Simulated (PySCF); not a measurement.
Bonds broken one at a time in the series Sn F-H. All species are isolated molecules in the gas phase. Strings in code marks are SMILES.

Level of theory: ωB97X-D3(BJ)/def2-TZVP // PBE0-D3(BJ)/def2-TZVP run with PySCF. 

| species | HOMO (eV) | HOMO–LUMO gap (eV) |
|---|---|---|
| whole molecule (`[F][Sn]([F])([F])[F]`) | -15.08 | (withheld) |
| radical fragment (`[Sn]([F])([F])[F]`) | – | – |
| whole molecule (`[F][SnH]([F])[F]`) | -13.56 | 13.61 |
| radical fragment (`[SnH3]`) | – | – |
| whole molecule (`[SnH4]`) | -11.65 | 14.06 |

Problem. Fill in the missing entries.

Solution. 
- whole molecule (`[F][Sn]([F])([F])[F]`), HOMO–LUMO gap (eV): 13.74
